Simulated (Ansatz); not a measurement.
`BC(O)CO` and `BC(O)OC` differ in one atom or group.

Ansatz, PBE0-D4/def2-TZVP geometries, multiplicity 1. Each molecule was computed in one conformer, which needn't be the lowest. `BC(O)CO` holds a close contact that its SMILES doesn't draw: O···B 1.68 Å. `BC(O)OC` holds a close contact that its SMILES doesn't draw: O···B 1.65 Å.

```
                                                                                  property  `BC(O)CO`
ideal-gas entropy at 298 K and 1 bar (rigid rotor, harmonic PBE0-D4/def2-TZVP) / J/(mol·K)        314
                                            zero-point energy (PBE0-D4/def2-TZVP) / kJ/mol      255.8
                                                     HOMO–LUMO gap (B3LYP/def2-TZVPP) / eV       7.33
                                                      HOMO–LUMO gap (PBE0/def2-TZVPP) / eV       7.91
                                        size of the dipole moment (ωB97M-V/def2-TZVPP) / D       2.03
                                                     LUMO energy (ωB97M-V/def2-TZVPP) / eV       1.50
```

(1) Give the same properties after the change, and the shifts. (Estimate.)

Answers

(1) The calculation gave: 
```tsv
property	`BC(O)OC`	shift
ideal-gas entropy at 298 K and 1 bar (rigid rotor, harmonic PBE0-D4/def2-TZVP) / J/(mol·K)	316	2
zero-point energy (PBE0-D4/def2-TZVP) / kJ/mol	253.5	-2.3
HOMO–LUMO gap (B3LYP/def2-TZVPP) / eV	7.80	0.47
HOMO–LUMO gap (PBE0/def2-TZVPP) / eV	8.35	0.44
size of the dipole moment (ωB97M-V/def2-TZVPP) / D	3.89	1.86
LUMO energy (ωB97M-V/def2-TZVPP) / eV	1.76	0.26
```

With PBE0 the HOMO falls by 0.19 eV and the LUMO rises by 0.25 eV, so the gap widens by about 0.44 eV. PBE moves the HOMO by -0.38 eV and ωB97M-V by -0.12 eV. Dipoles are sizes alone; their direction can turn.

Positive LUMOs are unbound, so they and the gaps depend on the basis.

B3LYP here is the variant with VWN-RPA as its local correlation; programs differ in this.
